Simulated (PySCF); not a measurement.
C₃H₇FOSi, SMILES C/C(=C\F)[SiH2]O.

Geometry optimised at PBE0-D3(BJ)/def2-SVP. The structure was generated by enumeration; whether it is a known compound was not checked. The values are those of a single conformer.

Two levels are set side by side: PBE/def2-TZVP (PySCF) and B3LYP/def2-TZVP (PySCF). Same geometry, gas phase. Differences are taken from unrounded values.

```json
[
 {"quantity": "orbital gap (eV)", "B3LYP": "6.88", "PBE": "5.17", "PBE minus B3LYP": "-1.71"},
 {"quantity": "highest occupied level (eV)", "B3LYP": "-7.15", "PBE": "-6.16", "PBE minus B3LYP": "0.99"},
 {"quantity": "lowest empty level (eV)", "B3LYP": "-0.27", "PBE": "-0.99", "PBE minus B3LYP": "-0.72"},
 {"quantity": "dipole moment (D)", "B3LYP": "1.35", "PBE": "1.27", "PBE minus B3LYP": "-0.08"},
 {"quantity": "mean polarisability (bohr³)", "B3LYP": "65.4", "PBE": "67.6", "PBE minus B3LYP": "2.2"}
]
```

PBE's occupied levels lie high since its potential decays too fast outside the molecule; exact exchange lowers them and widens the gap. Loosely held outer electrons make PBE densities more polarisable. Differences between two approximate levels are no errors against the true value.

Rough cost on one machine, each run with all the roots and properties that it gave: B3LYP against PBE within a factor of 2.
